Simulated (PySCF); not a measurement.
A series of related molecules.

All values: PBE0/pcSseg-1 (PySCF) at GFN2-xTB geometries, gas phase, one conformer each.

Question: Rank by dipole moment, lowest first.
A. `[CH3:1][C@H:2]([SH:3])[CH2:4][CH2:5][O:6][CH2:7][F:8]` with C1–C2–S3–H -62°, C1–C2–C4–C5 -175°, C2–C4–C5–O6 176°, C4–C5–O6–C7 -176°, C5–O6–C7–F8 -69°
B. `[CH3:1][C@@H:2]([OH:3])[CH2:4][C@H:5]([CH3:6])[O:7][CH2:8][F:9]` with C1–C2–O3–H 59°, C1–C2–C4–C5 178°, C2–C4–C5–C6 -81°, C4–C5–O7–C8 -160°, C5–O7–C8–F9 -79°
C. `[CH3:1][Si@H:2]([OH:3])[CH2:4][CH2:5][O:6][CH2:7][F:8]` with C1–Si2–O3–H -56°, C1–Si2–C4–C5 -179°, Si2–C4–C5–O6 -178°, C4–C5–O6–C7 -175°, C5–O6–C7–F8 -70°

Answer: C (1.85 D), B (2.15 D), A (2.57 D).

Question: Rank by the highest Hirshfeld charge on any atom, highest value first.
A. `C[C@@H]1CCO[C@H](F)O1`
B. `C[C@H](O)CCO[SiH2]F`
C. `C[C@H](S)CCOCF`
D. `C[Si@H](O)CCOCF`
E. `C[C@@H](O)C[C@H](C)OCF`

Answer: B (+0.486 e), D (+0.434 e), A (+0.180 e), E (+0.161 e), C (+0.088 e).

Question: Rank by LUMO energy, lowest first.
A. `C[C@H](S)CCOCF`
B. `C([Si@@H](O)C)COCF`
C. `C[C@H](O)CCSCF`
D. `C[C@@H](O)C[C@H](C)OCF`
E. `C[C@H](O)CCO[SiH2]F`

Answer: A (0.58 eV), E (0.77 eV), B (0.89 eV), C (1.01 eV), D (1.19 eV).

All values together:

| SMILES | formula | μ (D) | HOMO (eV) | LUMO (eV) | lowest IAO charge (e) | highest IAO charge (e) | lowest Hirshfeld charge (e) | highest Hirshfeld charge (e) |
| --- | --- | --- | --- | --- | --- | --- | --- | --- |
| C[Si@H](O)CCOCF | C4H11FO2Si | 1.85 | -8.19 | 0.89 | -0.789 (O) | +1.151 (Si) | -0.307 (O) | +0.434 (Si) |
| C[C@H](O)CCO[SiH2]F | C4H11FO2Si | 2.58 | -7.49 | 0.77 | -0.640 (O) | +1.282 (Si) | -0.238 (O) | +0.486 (Si) |
| C[C@H](O)CCSCF | C5H11FOS | 2.51 | -6.77 | 1.01 | -0.560 (O) | +0.348 (H) | -0.220 (O) | +0.164 (H) |
| C[C@H](S)CCOCF | C5H11FOS | 2.57 | -6.89 | 0.58 | -0.418 (C) | +0.224 (C) | -0.137 (O/F) | +0.088 (C) |
| C[C@@H](O)C[C@H](C)OCF | C6H13FO2 | 2.15 | -7.96 | 1.19 | -0.551 (O) | +0.341 (H) | -0.220 (O) | +0.161 (H) |
| C[C@@H]1CCO[C@H](F)O1 | C5H9FO2 | 2.72 | -8.16 | 1.27 | -0.437 (C) | +0.493 (C) | -0.146 (O) | +0.180 (C) |

Conformers: `[CH3:1][Si@H:2]([OH:3])[CH2:4][CH2:5][O:6][CH2:7][F:8]` with C1–Si2–O3–H -56°, C1–Si2–C4–C5 -179°, Si2–C4–C5–O6 -178°, C4–C5–O6–C7 -175°, C5–O6–C7–F8 -70°; `[CH3:1][C@H:2]([OH:3])[CH2:4][CH2:5][O:6][SiH2:7][F:8]` with C1–C2–O3–H -167°, C1–C2–C4–C5 -169°, C2–C4–C5–O6 -62°, C4–C5–O6–Si7 -168°, C5–O6–Si7–F8 -61°; `[CH3:1][C@H:2]([OH:3])[CH2:4][CH2:5][S:6][CH2:7][F:8]` with C1–C2–O3–H 50°, C1–C2–C4–C5 -178°, C2–C4–C5–S6 180°, C4–C5–S6–C7 70°, C5–S6–C7–F8 -82°; `[CH3:1][C@H:2]([SH:3])[CH2:4][CH2:5][O:6][CH2:7][F:8]` with C1–C2–S3–H -62°, C1–C2–C4–C5 -175°, C2–C4–C5–O6 176°, C4–C5–O6–C7 -176°, C5–O6–C7–F8 -69°; `[CH3:1][C@@H:2]([OH:3])[CH2:4][C@H:5]([CH3:6])[O:7][CH2:8][F:9]` with C1–C2–O3–H 59°, C1–C2–C4–C5 178°, C2–C4–C5–C6 -81°, C4–C5–O7–C8 -160°, C5–O7–C8–F9 -79°; `[CH3:1][C@@H:2]1[CH2:3][CH2:4][O:5][C@H:6]([F:7])[O:8]1` with C1–C2–C3–C4 -78°, C2–C3–C4–O5 -54°, C3–C4–O5–C6 56°, C4–O5–C6–F7 71°.
